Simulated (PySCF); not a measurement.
Low-lying terms of In⁺ (indium, charge +1)

Ground state [Kr] 4d10 5s2, ¹S. Calculation: PySCF 2.14, in def2-TZVP with the def2 core potential (28 electrons); a scalar-relativistic core potential. Vertical excitation energies in eV without spin-orbit coupling; excited terms of each kind are numbered among those the solver found. Frozen: 4s2 4p6.

```json
{"term": "1 3P°", "leading excitation": "5s → p", "EOM-EE-CCSD": "5.410"}
{"term": "1 1P°", "leading excitation": "5s → p", "EOM-EE-CCSD": "7.856"}
{"term": "1 1D", "leading excitation": "5s → d", "EOM-EE-CCSD": "12.560"}
{"term": "1 3S", "leading excitation": "5s → s", "EOM-EE-CCSD": "12.853"}
{"term": "2 3P°", "leading excitation": "5s → p", "EOM-EE-CCSD": "13.372"}
{"term": "1 3D", "leading excitation": "5s → d", "EOM-EE-CCSD": "13.394"}
{"term": "2 1P°", "leading excitation": "5s → p", "EOM-EE-CCSD": "13.650"}
{"term": "1 1S", "leading excitation": "5s → s", "EOM-EE-CCSD": "13.730"}
{"term": "1 3F°", "leading excitation": "4d → p", "EOM-EE-CCSD": "19.146"}
{"term": "1 1F°", "leading excitation": "4d → p", "EOM-EE-CCSD": "19.524"}
{"term": "1 1D°", "leading excitation": "4d → p", "EOM-EE-CCSD": "19.806"}
```

The spin-orbit splitting of the hole, absent here, rivals or exceeds the spacing of these terms, so the LS terms are model states.

Only the lower part of the computed list is shown. Doubly excited terms such as np² are absent. The solver can miss terms. Rydberg members are limited by the diffuse functions of the basis.
